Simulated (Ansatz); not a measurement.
`CCB(F)S` + HBr → `CCB(F)Br` + H₂S at 500 K and 1 bar (ligand exchange at a B–S bond).

Gas-phase electronic energies from Ansatz, PBE0-D4/def2-TZVP geometries. CBS: MP2 limit from def2 TZ/QZ plus the TZ coupled-cluster correction, frozen cores. This one scheme is used for every species. For Br outer-core shells are correlated without core-valence functions, which leaves a few kJ/mol of doubt a bond. Scalar relativity is left out up to krypton. One conformer a species, not always the lowest.

| species | CCSD(T)/CBS energy (Eh) | H − E (kJ/mol) | S (J/(mol·K)) |
| --- | --- | --- | --- |
| `CCB(F)S` | -602.17930 | 260.7 | 405.2 |
| HBr | -2573.91920 | 30.5 | 213.7 |
| `CCB(F)Br` | -2777.13014 | 233.3 | 405.0 |
| H₂S | -398.97279 | 57.0 | 224.0 |

H − E and S are ideal-gas, rigid-rotor, harmonic terms from PBE0-D4/def2-TZVP, for one conformer and one mirror image of each species. 1 Eh = 2625.50 kJ/mol, R = 8.31446 J/(mol·K).

**Question.** By hand: ΔE, ΔH, ΔS and ΔG.

**Answer.** ΔE = (-2777.13014) + (-398.97279) − (-602.17930) − (-2573.91920) = -0.00443 Eh = -11.6 kJ/mol. Δ(H − E) = 233.3 + 57.0 − 260.7 − 30.5 = -0.9, so ΔH = -12.5 kJ/mol. ΔS = 405.0 + 224.0 − 405.2 − 213.7 = 10.1 J/(mol·K). ΔG = -12.5 − 500 × (10.1)/1000 = -17.6 kJ/mol.

**Question.** By hand: the equilibrium constant, and the temperature at which ΔG would vanish if ΔH and ΔS stayed fixed.

**Answer.** log₁₀ K = −ΔG/(RT ln 10) = 1.8. ΔH and −TΔS have one sign here, so there is no such temperature.

TΔS isn't small against ΔH here. A doubt of 5 kJ/mol in ΔE shifts log₁₀ K by 0.5 here. Other conformers and mirror images would add mixing entropy, several J/(mol·K) or more a flexible species. Modes under 60 cm⁻¹, often nearly free rotors, make the harmonic entropy too high. These are equilibria of isolated gas molecules and say nothing of rates. Largest T1 diagnostic: 0.012 (customary marks: 0.02 for closed shells, 0.045 for open ones).

ΔS is within the doubt of such terms, so its sign, and with it that verdict, could turn.
